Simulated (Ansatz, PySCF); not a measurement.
Caution: the highest occupied level lies above zero, a sign of self-interaction error and of too few diffuse functions. This triplet lies within 0.05 eV of the relaxed singlet at the level frozen-core CCSD(T)/aug-cc-pVTZ // PBE-D3(BJ)/def2-SVPD (Ansatz, a first-principles code).

Cartesian coordinates (Å):
```xyz
5

B     -1.3405     0.3092    -0.1943
C      0.0337    -0.1096    -0.0756
C      1.2158    -0.5979     0.0789
H     -2.1514     0.7602    -0.9724
H      2.2424    -0.3618     0.3722
```
Charge -1, spin multiplicity 3.

Question: What is the computed highest occupied spin orbital and total energy (PySCF with PBE-D3(BJ)/def2-TZVPD // PBE-D3(BJ)/def2-SVPD)?

Answer: 
```
Quantity                             Value
-----------------------------  -----------
highest occupied spin orbital      1.63 eV
total energy                   -2776.48 eV
```
